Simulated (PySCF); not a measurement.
Assignment exercise: C$_{7}$H$_{12}$OSi

Mapped SMILES: `[CH3:1]/[CH:2]=[C:3](\[SiH3:4])[CH:5]1[CH2:6][C:7](=[O:8])[CH2:9]1` (H(Xn): hydrogen on atom n). Ha(C6), Ha(C9) are cis to C3 on the ring; Hb(C6), Hb(C9) are trans to C3 on the ring.

- shieldings: GIAO PBE0/pcSseg-1
- structure optimised with GFN2-xTB
- program: PySCF 2.14.0 with density-fitted response routines
- fast rotation and ring inversion assumed for equivalent nuclei, one computed conformer, relativity neglected, in vacuum

Shifts are taken against calculated references (same method and geometry level): 13C and 1H against TMS.

(1) Assign these signals to the numbered atoms. 13C{1H} NMR (computed): δ 210.0 (C), 147.5 (CH), 141.5 (C), 53.8 (CH2), 32.4 (CH), 22.8 (CH3).

(2) Assign these signals to the numbered atoms. 1H NMR (400 MHz, computed): δ 6.45 (q, 1H), 4.25 (s, 3H), 3.13 (m, 2H), 2.99 (m, 1H), 2.81 (m, 2H), 2.02 (d, 3H).

Answers

(1) 
| δ (ppm) | atoms | environment | reason |
| --- | --- | --- | --- |
| 210.0 | C7 | ketone carbonyl carbon | the double bond to the heteroatom, with no lone-pair donor beside it, deshields it most |
| 147.5 | C2 | alkene CH | as expected for a trigonal carbon in a double bond |
| 141.5 | C3 | fully substituted alkene carbon | the olefinic region |
| 53.8 | C6/C9 | sp3 CH2 α to a carbonyl | the adjacent C=O deshields it moderately |
| 32.4 | C5 | allylic sp3 CH | a saturated carbon with 3 carbon neighbours and no heteroatom attached |
| 22.8 | C1 | allylic methyl carbon | a saturated carbon with 1 carbon neighbour and no heteroatom attached |

(2) 
6.45 → H(C2), hydrogen on an alkene CH: olefinic region
4.25 → H(Si4), hydrogen on a silicon bonded to C
3.13 → Hb(C6)/Hb(C9), hydrogen on an sp3 CH2 α to a carbonyl: α to C=O
2.99 → H(C5), hydrogen on an allylic sp3 CH: allylic position
2.81 → Ha(C6)/Ha(C9), hydrogen on an sp3 CH2 α to a carbonyl: α to C=O
2.02 → H(C1), hydrogen on an allylic methyl carbon: allylic position

Shifts are as computed. Against solution values, carbons near 30 ppm lie about +3 ppm off and those near 130 ppm about +5 ppm. Of 1309 compounds with measured shifts, 239 miss one by over three times the rms of a fit or turn the order of signals round; such compounds aren't used in these exercises. Multiplicities follow the n + 1 count of equivalent neighbours, as no J values were calculated; m marks all less simple cases, F and P coupling included.
